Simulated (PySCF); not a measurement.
TDDFT excited states: C7H9FOS

Compound: C7H9FOS.
Geometry (PBE0-D3(BJ)/def2-SVP, Å), atoms numbered from 1 in this order:
```xyz
19
C7H9FOS angstrom
C     -3.0810    1.2153   -0.3798
C     -2.0090    0.9467    0.1133
C     -0.7275    0.6368    0.7437
C     -0.4968    1.5747    1.9378
C     -0.6572   -0.8308    1.1757
S      1.1046   -1.1845    1.5923
O      1.4364   -2.5335    1.0335
C      1.6535    0.1112    0.3675
C      0.4375    0.7600   -0.2641
F      0.1068    0.0732   -1.4046
H     -4.0295    1.4475   -0.8278
H      0.4446    1.3458    2.4602
H     -0.4714    2.6236    1.6096
H     -1.3165    1.4645    2.6610
H     -1.2964   -1.0680    2.0366
H     -0.8701   -1.5147    0.3415
H      2.2366   -0.4499   -0.3756
H      2.3053    0.8278    0.8855
H      0.6104    1.8140   -0.5400
```

Computed with PySCF 2.14.0, density-fitted response routines, TDDFT B3LYP/def2-SVPD, vertical, gas phase, core orbitals frozen in the response.

Q: List the vertical singlet excitations with oscillator strengths and describe the spectrum.

A: 

```json
{"state": "S1", "E (eV)": "5.43", "E (hartree)": "0.1997", "f": "0.026", "|μ| (D)": "1.13", "main configurations (H = HOMO, L = LUMO)": "H→L (82%), H→L+1 (12%)"}
{"state": "S2", "E (eV)": "5.47", "E (hartree)": "0.2009", "f": "0.0057", "|μ| (D)": "0.53", "main configurations (H = HOMO, L = LUMO)": "H→L+2 (74%), H→L+1 (15%)"}
{"state": "S3", "E (eV)": "5.75", "E (hartree)": "0.2112", "f": "0.021", "|μ| (D)": "0.99", "main configurations (H = HOMO, L = LUMO)": "H→L+1 (69%), H→L+2 (15%), H→L (13%)"}
{"state": "S4", "E (eV)": "6.22", "E (hartree)": "0.2287", "f": "0.0018", "|μ| (D)": "0.27", "main configurations (H = HOMO, L = LUMO)": "H→L+3 (73%)"}
{"state": "S5", "E (eV)": "6.36", "E (hartree)": "0.2336", "f": "0.011", "|μ| (D)": "0.67", "main configurations (H = HOMO, L = LUMO)": "H→L+4 (67%)"}
{"state": "S6", "E (eV)": "6.38", "E (hartree)": "0.2345", "f": "0.0070", "|μ| (D)": "0.54", "main configurations (H = HOMO, L = LUMO)": "H-1→L+2 (59%), H-1→L (12%), H-1→L+1 (10%)"}
{"state": "S7", "E (eV)": "6.46", "E (hartree)": "0.2375", "f": "0.0001", "|μ| (D)": "0.07", "main configurations (H = HOMO, L = LUMO)": "H-2→L (58%), H-2→L+4 (12%)"}
{"state": "S8", "E (eV)": "6.58", "E (hartree)": "0.2419", "f": "0.036", "|μ| (D)": "1.19", "main configurations (H = HOMO, L = LUMO)": "H-1→L (43%), H-2→L+3 (11%), H-1→L+2 (9%)"}
{"state": "S9", "E (eV)": "6.62", "E (hartree)": "0.2432", "f": "0.022", "|μ| (D)": "0.95", "main configurations (H = HOMO, L = LUMO)": "H-1→L+1 (33%), H-3→L+3 (9%), H→L+5 (9%)"}
{"state": "S10", "E (eV)": "6.77", "E (hartree)": "0.2487", "f": "0.0047", "|μ| (D)": "0.43", "main configurations (H = HOMO, L = LUMO)": "H→L+6 (45%), H→L+5 (12%), H→L+7 (11%)"}
```

Triplets (Tamm–Dancoff): T1 4.79 eV, H→L (53%), H→L+1 (23%), H→L+2 (11%); T2 4.90 eV, H→L+2 (55%), H→L (19%), H→L+3 (9%); T3 5.31 eV, H-3→L (19%), H-2→L+3 (18%), H-1→L (16%); T4 5.66 eV, H→L+1 (50%), H→L+2 (15%), H→L (13%).

The lowest singlet comes at 228 nm (524 kJ/mol) in the ultraviolet; it is weak; its leading configuration is HOMO→LUMO (82%). The most intense listed level is S8 at 6.58 eV (188 nm, f = 0.036), 1.15 eV above S1. Löwdin shares by element: HOMO oxygen 53%, sulfur 28%, carbon 12% or more; LUMO sulfur 28%, carbon 28% or more, oxygen 7% (atoms not listed hold the other 37%). The oscillator strengths of these states sum to 0.135; summed over the whole spectrum of an exact calculation they would give the number of electrons, 84 (Thomas–Reiche–Kuhn). Of the 10 states listed, 5 reach f = 0.01 and 1 stays under 0.0005. The listed states span 1.33 eV, and the widest gap between neighbours is 0.48 eV (S3 to S4). No computed singlet lies in the visible range (380 to 750 nm); the lowest, at 228 nm, stands 2.17 eV above its violet end (3.26 eV). All these states lie below the vertical ionisation energy of 8.74 eV (ΔSCF). Singlets were solved by full linear response, triplets in the Tamm–Dancoff approximation.

One conformer stands for the species.
